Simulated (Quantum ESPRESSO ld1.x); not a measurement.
Values are calculated unless marked as measured or tabulated.
Species: Ta43+. Configuration: [Ar] 3d10 4s2 (the NIST ground configuration).

Level of theory: scalar-relativistic Kohn-Sham, LDA (Slater exchange, VWN5 correlation), spin-polarised, spherical densities, point nucleus (ld1.x of Quantum ESPRESSO 7.5).

Energy parts (hartree):
total: -14364.271
kinetic: 15893.291
electron-nucleus: -32879.483
Hartree: 2848.495
exchange-correlation: -226.574

Orbitals (lengths in bohr, moments of r in powers of bohr; r(max) is where P^2 peaks; r(90%) holds 90 % of the orbital's charge):
orbital  occ.  eigenvalue (hartree)      <r>  r(90%)   r(max)
1s          2              -2551.12  0.01867  0.0340  0.01168
2s          2              -501.064  0.07885   0.122  0.06683
2p          6              -448.844  0.07042   0.115  0.05470
3s          2              -169.643   0.2014   0.294   0.1871
3p          6              -154.042   0.2004   0.299   0.1844
3d         10              -136.458   0.1804   0.278   0.1493
4s          2              -82.3832   0.4003   0.565   0.3960
4p          0              -76.4382   0.4094   0.583   0.4056
5s          0              -48.6493   0.6684   0.926   0.6943

The highest occupied level is 4s at -2241.8 eV. Summed over all electrons, <r^2> = 1.162 bohr^2, which gives a Langevin (diamagnetic) susceptibility term of -0.921 x 10^-6 cm^3/mol. The density falls to 0.001 e/bohr^3 at r = 0.93 bohr. For comparison, the ionisation energy in NIST's Atomic Spectra Database is 2254 eV (theoretical). In exact Kohn-Sham theory the highest level is minus the ionisation energy, but local and semilocal functionals leave it too shallow, through self-interaction and a potential that decays too fast; potentials with the right tail come closer.

Run on one thread of a shared host, so times are rough (Intel(R) Xeon(R) Processor @ 2.60GHz): 0.74 s of CPU time, 0.77 s wall, 17 iterations on 2113 mesh points.
